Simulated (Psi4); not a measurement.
nitrogen atom (N), quartet. Base run: CCSD(T)/3-21G run with Psi4.

Input for Psi4:
```
memory 2 GB

molecule {
0 4
N     0.00000000    0.00000000    0.00000000
}

set {
  basis 3-21g
  reference uhf
}

energy('ccsd(t)')
print_variables()
```

Variants of this job, named by their change:

```tsv
change	ΔE vs base (mEh)	MP2 correlation (Eh)	basis functions	outcome
base	0.000	-0.02778	9	converged
method = mp2.5	___	-0.02780	9	converged
puream = off	0.000	-0.02778	9	converged
method = omp2	5.361	-0.02780	9	converged
puream = on	0.000	-0.02778	9	converged
cc_type = df	-	-	-	input refused
method = lccd	-0.068	-0.02778	9	converged
method = cisd	-	-	-	input refused
method = mp3	___	-0.02780	9	converged
method = mp2	5.378	-0.02780	9	converged
```

Task: Some entries are withheld; supply them.

Result: 
- method = mp2.5, ΔE vs base (mEh): 3.212
- method = mp3, ΔE vs base (mEh): 1.046

Open shells are given as the SCF converged; they aren't shown to be the lowest states, and a large step between rows can be another state.

- cc_type = df: ended with `psi4.driver.p4util.exceptions.MissingMethodError: Method=ccsd(t) is not available for any derivative level under conditions CC_TYPE=DF, REFERENCE=UHF, FREEZE_CORE=FALSE, QC_MODULE=(auto). See https://psicode.org/psi4manual/master/introduction.html#ss-ccsd-prt-`
- method = cisd: ended with `psi4.driver.p4util.exceptions.MissingMethodError: Method=cisd is not available for any derivative level under conditions CI_TYPE=CONV, REFERENCE=UHF, FREEZE_CORE=FALSE, QC_MODULE=(auto). See https://psicode.org/psi4manual/master/introduction.html#ss-cisd. Or d`
